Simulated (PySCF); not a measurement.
Isomers of CH2B2O. Gas-phase values, no solvent. One relaxed conformer stands for each flexible species; it need not be the lowest. Strings in code marks are SMILES.

Method: r2SCAN-D4/def2-TZVP (PySCF 2.14.0). All candidates: neutral, multiplicity 1. Excitations are Tamm–Dancoff values on a coarser integration grid. The basis has no diffuse functions, so Rydberg states are missing or too high.

The LUMO comes out as -2.92 eV and the brightest of the four lowest singlets (TDA) is 5.99 eV. The HOMO is -5.50 eV.

Question: Identify which member has these values.
(A) `[H]/B=C1\BO1`
(B) `C1B2OB12`
(C) `C=BB=O`
(D) `[H]/B=C\B=O`

Answer: A, `[H]/B=C1\BO1`. The others give `C=BB=O`: -3.82 eV, 6.35 eV, -6.71 eV; `[H]/B=C\B=O`: -3.02 eV, 6.35 eV, -6.93 eV; `C1B2OB12`: -2.57 eV, 5.53 eV, -5.41 eV
